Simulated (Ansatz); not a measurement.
Correlation energies of CH₃PSSe, SMILES `PSC=[Se]` by basis set

```json
{"atom": "P1", "x (Å)": "-0.118", "y (Å)": "-0.007", "z (Å)": "1.542"}
{"atom": "S2", "x (Å)": "-0.120", "y (Å)": "-0.860", "z (Å)": "-0.407"}
{"atom": "C3", "x (Å)": "0.197", "y (Å)": "0.531", "z (Å)": "-1.359"}
{"atom": "Se4", "x (Å)": "0.326", "y (Å)": "0.497", "z (Å)": "-3.114"}
{"atom": "H5", "x (Å)": "-1.313", "y (Å)": "-0.629", "z (Å)": "1.988"}
{"atom": "H6", "x (Å)": "0.715", "y (Å)": "-0.986", "z (Å)": "2.142"}
{"atom": "H7", "x (Å)": "0.314", "y (Å)": "1.454", "z (Å)": "-0.792"}
```

Total charge 0; spin multiplicity 1. Correlated methods include outer-core shells of Se, which these sets cover unevenly. Scalar relativity is left out up to krypton. The geometry is a stationary point of PBE0-D4/def2-TZVP. It is one conformer, not always the lowest. Frozen core, restricted reference, Ansatz.

| basis | HF (Eh) | MP2 corr. |
| --- | --- | --- |
| def2-SVP | -3177.13022 | -0.61820 |
| def2-TZVPP | -3177.73578 | -0.76014 |
| def2-QZVPP | -3177.80594 | -1.10166 |

(1) Estimate the CCSD correlation energy and the (T) correction in each basis where they were run (hartree).

## Answers

(1) 
```tsv
basis	CCSD corr.	(T)
def2-SVP	-0.65462	-0.02523
def2-TZVPP	-0.79530	-0.04117
```
